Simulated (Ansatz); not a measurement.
Reaction (formal exchange of groups at a Ge–O bond): `C[SiH](O)[O][GeH2][OH]` + `CCl` → `[OH][GeH2][CH2]Cl` + `C[SiH](O)O`

Gas-phase electronic energies from Ansatz, PBE0-D4/def2-TZVP geometries. CCSD(T)/CBS is the MP2 limit (def2-TZVPP, def2-QZVPP) plus CCSD(T) − MP2 in def2-TZVPP, frozen cores. This one scheme is used for every species. Functionals use def2-TZVPP. For Ge outer-core shells are correlated without core-valence functions, which leaves a few kJ/mol of doubt a bond. Scalar relativity is left out up to krypton. One conformer a species, not always the lowest.

Task: Is it downhill or uphill in electronic energy at CCSD(T)/CBS, and by how much? (Estimate.)

Result: The calculation gave: Uphill: ΔE = +0.78 eV.

Task: What do these levels give: PBE0-D4, ωB97X-V, HF/def2-TZVPP, MP2/def2-TZVPP, SCS-MP2/def2-TZVPP, MP2/CBS(def2)? (Estimate.)

Result: Computed: PBE0-D4 0.76, ωB97X-V 0.83, HF/def2-TZVPP 0.94, MP2/def2-TZVPP 0.81, SCS-MP2/def2-TZVPP 0.85, MP2/CBS(def2) 0.77 eV.

Largest T1 diagnostic among the species: 0.012.

In def2-TZVPP, CCSD(T) changes the Hartree–Fock value by −0.12 eV (the triples alone add −0.00 eV) and MP2 by −0.13 eV. From PBE to PBE0 (25 % exact exchange), in def2-TZVPP and without D4, ΔE moves by +0.04 eV. The D4 term adds +0.06 eV with B3LYP and +0.04 eV with PBE0; it sums over pairs of atoms, weighted by their polarisabilities, and B3LYP, whose exchange is more repulsive, gets the larger term.

B3LYP here is the variant with VWN-RPA as its local correlation; programs differ in this.
